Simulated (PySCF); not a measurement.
Job file and geometry (Å, from GFN2-xTB) of an NMR shielding run on SMILES C=C1C[Si@@H](CCl)[C@H]1F, C5H8ClFSi, GIAO PBE0/pcSseg-1 NMR shielding, non-relativistic, gas phase (PySCF 2.14.0, density-fitted response routines); density fitting, a coarse starting grid and PySCF grid level 2 are the driver's defaults:

```
$ OMP_NUM_THREADS=1 python probes_run.py task.json out

{"job": {"kind": "nmr", "xc": "PBE0", "basis": "pcSseg-1"}, "charge": 0, "multiplicity": 1}
C     -2.468785    -0.215531     0.495163
C     -1.304127    -0.090628    -0.107279
C     -0.508725     1.162704    -0.409205
Si     1.074422     0.113261    -0.659159
C      2.211003     0.065550     0.868503
Cl     3.216167     1.544173     0.858931
C     -0.360522    -1.185899    -0.551534
F     -0.258224    -2.239914     0.340113
H     -2.896855    -1.183622     0.692823
H     -3.033325     0.642662     0.819402
H     -0.872260     1.660672    -1.307137
H     -0.535950     1.893259     0.396777
H      1.837841     0.191617    -1.901297
H      1.661737     0.062664     1.807428
H      2.895322    -0.778976     0.865979
H     -0.665317    -1.633049    -1.502823
```

**Question.** What does the program print?

**Answer.** 
```
coarse grid: 14728 points
cycle   1  E = -1044.0484834843  dE =  9.041e-01  |g| = 5.511e-01  |ddm| = 3.699e+00
cycle   2  E = -1044.0197162945  dE =  2.877e-02  |g| = 7.123e-01  |ddm| = 1.135e+00
cycle   3  E = -1044.1117867947  dE = -9.207e-02  |g| = 7.991e-02  |ddm| = 6.573e-01
cycle   4  E = -1044.1127064298  dE = -9.196e-04  |g| = 4.110e-02  |ddm| = 9.858e-02
cycle   5  E = -1044.1130797052  dE = -3.733e-04  |g| = 1.173e-02  |ddm| = 4.714e-02
cycle   6  E = -1044.1131104115  dE = -3.071e-05  |g| = 3.865e-03  |ddm| = 1.197e-02
cycle   7  E = -1044.1131139568  dE = -3.545e-06  |g| = 8.183e-04  |ddm| = 4.034e-03
final grid: 134296 points
cycle   8  E = -1044.1672841400  dE = -3.863e-05  |g| = 8.783e-03  |ddm| = 2.978e-02
cycle   9  E = -1044.1672734979  dE =  1.064e-05  |g| = 1.133e-02  |ddm| = 1.753e-02
cycle  10  E = -1044.1673018738  dE = -2.838e-05  |g| = 1.460e-03  |ddm| = 1.020e-02
cycle  11  E = -1044.1673022163  dE = -3.425e-07  |g| = 4.524e-04  |ddm| = 1.463e-03
cycle  12  E = -1044.1673022617  dE = -4.547e-08  |g| = 1.260e-04  |ddm| = 4.399e-04
cycle  13  E = -1044.1673022652  dE = -3.469e-09  |g| = 3.589e-05  |ddm| = 1.354e-04
cycle  14  E = -1044.1673022655  dE = -2.992e-10  |g| = 7.292e-06  |ddm| = 4.479e-05
converged SCF energy = -1044.1673022655

GIAO shielding tensors (ppm)
atom      isotropic    diamagn.    paramagn.     s11        s22        s33       span
  0 C       65.966     250.746    -184.780    -46.887     80.447    164.339    211.226
  1 C       30.847     268.222    -237.375    -79.290     38.063    133.767    213.058
  2 C      167.191     251.416     -84.225    153.452    159.029    189.091     35.638
  3 Si     367.407     878.252    -510.845    339.256    365.396    397.567     58.311
  4 C      156.686     250.666     -93.980    137.006    142.112    190.939     53.934
  5 Cl     946.760    1144.252    -197.491    835.304    896.948   1108.028    272.724
  6 C       93.032     246.480    -153.449     53.986     83.914    141.196     87.210
  7 F      398.792     474.874     -76.082    344.056    394.656    457.663    113.607
  8 H       25.848      30.194      -4.346     22.280     24.622     30.643      8.363
  9 H       26.023      30.314      -4.292     22.502     25.137     30.429      7.927
 10 H       29.572      29.998      -0.426     25.867     27.432     35.416      9.549
 11 H       29.409      31.192      -1.784     25.506     28.443     34.278      8.772
 12 H       26.883      27.932      -1.049     23.322     25.372     31.954      8.632
 13 H       28.324      30.435      -2.111     22.622     27.671     34.678     12.057
 14 H       28.315      28.290       0.025     21.962     27.956     35.027     13.064
 15 H       26.186      30.011      -3.825     23.606     26.629     28.324      4.718
```

**Question.** Turn these shieldings into chemical shifts. Chemical shifts δ = σref − σ; TMS for ¹³C (186.93 ppm) and ²⁹Si (349.16 ppm) and ¹H (31.72 ppm); ³⁵Cl (949.78 ppm) vs HCl; CFCl3 for ¹⁹F (170.95 ppm), all at this level.

**Answer.** Averaging equivalent atoms: C 1: 156.1; C 0: 121.0; C 6: 93.9; C 4: 30.2; C 2: 19.7; Si 3: -18.2; Cl 5: 3; F 7: -227.8; H 8: 5.87; H 9: 5.69; H 15: 5.53; H 12: 4.83; H 14: 3.40; H 13: 3.39; H 11: 2.31; H 10: 2.15 ppm. Unscaled 19F shifts against computed CFCl3 carry errors that often reach 10 to 50 ppm.

Size and cost of the density-fitted run: 190 basis functions, 30 s wall time on 1 thread of an Arm Neoverse V2, shared host; peak memory 0.78 GiB.
